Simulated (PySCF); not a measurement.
# [Gd(NO3)]2+ at several levels of theory

Computed with PySCF 2.14.0 (density fitting, no spin-orbit coupling) at the geometry relaxed with TPSS:

```xyz
5
[Gd(NO3)]2+ (singlet in the valence; each metal's 4f electrons, 7 of them, lie in its core potential, out of spins and levels)
Gd    0.0000    0.0000   -0.5679
O     1.0942    0.0000    1.3122
O    -1.0942    0.0000    1.3122
N     0.0000    0.0000    2.1090
O     0.0000    0.0000    3.2691
```

```tsv
level	basis	state	HOMO (eV)	gap (eV)	charge on Gd1 (e)	population of f-type functions on Gd1 (polarisation alone where 4f lies in the core)	dipole about the centre of mass (D)	largest force component (eV/Å)
TPSS	Gd lcecp-1-SVP with ECP53, O def2-SVP, N def2-SVP	singlet	-18.64	4.22	1.95	0.04	5.81	0.02
HF	the same	singlet	-24.17	13.26	2.28	0.05	8.01	5.37
TPSS	Gd lcecp-1-TZVP with ECP53, O def2-TZVP, N def2-TZVP	singlet	-18.49	4.22	2.05	0.05	5.80	0.54
```

In the lcecp rows the 4f levels are missing from HOMO and gap, and the state counts the valence alone.

Charges are Mulliken's, which hang on the basis. The relaxation used the grid (50, 194), these runs (75, 302) or, all-electron (x2c bases, spin-free X2C Hamiltonian), (99, 590).

Q: A further run in the first row's basis gives HOMO (eV) -18.43, gap (eV) 3.76, charge on Gd1 (e) 1.88, population of f-type functions on Gd1 (polarisation alone where 4f lies in the core) 0.04, dipole about the centre of mass (D) 5.51, largest force component (eV/Å) 0.67. Which level was it?
A. B3LYP
B. BLYP
C. wB97X

A: B. The others give HOMO -19.95 eV (B3LYP); -22.52 eV (wB97X).

In the first row's basis the gap widens with exact exchange: 3.8 to 4.2 eV for BLYP, TPSS (none); 5.8 eV for B3LYP (a fixed share); 11.1 to 13.3 eV for wB97X, Hartree–Fock (rising or full at long range).

No frequency check is given that shows the relaxed geometry to be a minimum. An lcecp potential fixes the number of 4f electrons, so in runs with it no electron can move into or out of that shell.
